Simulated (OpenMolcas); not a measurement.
Xe IV: from RASSCF to RASPT2

```json
{
 "Program": "OpenMolcas",
 "Basis": "ANO-RCC-VQZP [8s7p5d3f2g]",
 "Scalar Hamiltonian": "DKH2, point nucleus",
 "Active space": "5 electrons in 9 orbitals (RAS2 5s 5p; RAS3 5d, at most 2 electrons)",
 "State averaging": "2S+1 = 4 odd, 1 root; 2S+1 = 2 odd, 11 roots; 2S+1 = 4 even, 3 roots; 2S+1 = 2 even, 9 roots",
 "Spin-orbit coupling": "RASSI with atomic mean-field integrals over the reference wave functions, term energies averaged over their components"
}
```

Methods on the same reference wave functions:
A. RASSCF
B. SS-RASPT2, IPEA 0.25 Eh, imaginary shift 0.1 Eh (closed shells correlated: 4d)
C. MS-RASPT2, IPEA 0.25 Eh, imaginary shift 0.1 Eh (closed shells correlated: 4d)

Energies in cm⁻¹ above 5s² 5p³ ⁴S°_3/2, the measured ground level; measured values from Saloman, J. Phys. Chem. Ref. Data 33, 765 (2004).

| Level | A | B | C | Measured |
| --- | --- | --- | --- | --- |
| 5s² 5p³ ⁴S°_3/2 | 0.0 | 0.0 | 0.0 | 0.0 |
| 5s² 5p³ ²D°_3/2 | 17219 | 13350 | 13340 | 13267 |
| 5s² 5p³ ²D°_5/2 | 21222 | 17000 | 17040 | 17511 |
| 5s² 5p³ ²P°_1/2 | 31887 | 28260 | 28020 | 28036 |
| 5s² 5p³ ²P°_3/2 | 37837 | 34250 | 34170 | 35650 |
| 5s 5p⁴ ⁴P_5/2 | 96913 | 99770 | 99810 | 99664 |
| 5s 5p⁴ ⁴P_3/2 | 103374 | 106290 | 106330 | 106923 |
| 5s 5p⁴ ⁴P_1/2 | 105773 | 108520 | 108550 | 109254 |

Deviations, from unrounded energies. A percentage is the sum of absolute deviations over the sum of measured energies, with the sign that they share, or ± where signs differ.

| Against measurement | Levels | A | B | C |
| --- | --- | --- | --- | --- |
| mean absolute deviation (cm-1) | 7 | 3400 | 530 | 500 |
| other terms of the ground configuration (%) | 4 | +14.5 | ±2.3 | ±2.2 |
| other configurations (%) | 3 | -3.1 | ±0.5 | ±0.5 |

B, C lie about equally close to measurement and A furthest from it. The largest miss of C in the table is 5s² 5p³ ²P°_3/2, by -1500 cm-1. The ranking rests on the paired levels alone, and a cruder setting can come out closer through cancelling errors.

Between B and C the level of the table that moves most is 5s² 5p³ ²P°_1/2, by 240 cm-1 (lowest in C, highest in B). Moves below CASPT2's spread within the term are not significant.

The mean deviations of B to C differ by less than CASPT2's widest spread within a term (35 cm-1), so their order carries little weight.

From A to B the spin-free energies of the other terms of 5s² 5p³ shown, above ⁴S°, scale by factors of 0.76 to 0.86.

The lowest spin-free term lies below A's lowest term by 0.524 hartree in B, 0.524 hartree in C.

CASPT2 breaks the degeneracy within a term, and the mean is taken; among the terms shown or strongly mixed into the levels shown the widest spread is 35 cm-1 (5s² 5p³ ²D°, C). The run also gave levels led by 5s 5p³ 5d, 5s² 5p² 5d, which use shells meant for correlation; these and all levels above them are left out. Some terms mix strongly with configurations of 5d, whose occupation reaches 0.15 (5s 5p⁴ ⁴P) (figures for A; the like holds for B, C). Measured partners are found by configuration, term and J. A level has none where our copy of the source lacks it or the pairing is in doubt (some pairs that miss far off the trend of their configuration count as doubtful), and it then counts in no deviation. Levels of configurations outside the active space are missing. The table leaves out levels that lie high or whose names do not pair safely across all columns.

° marks odd parity.
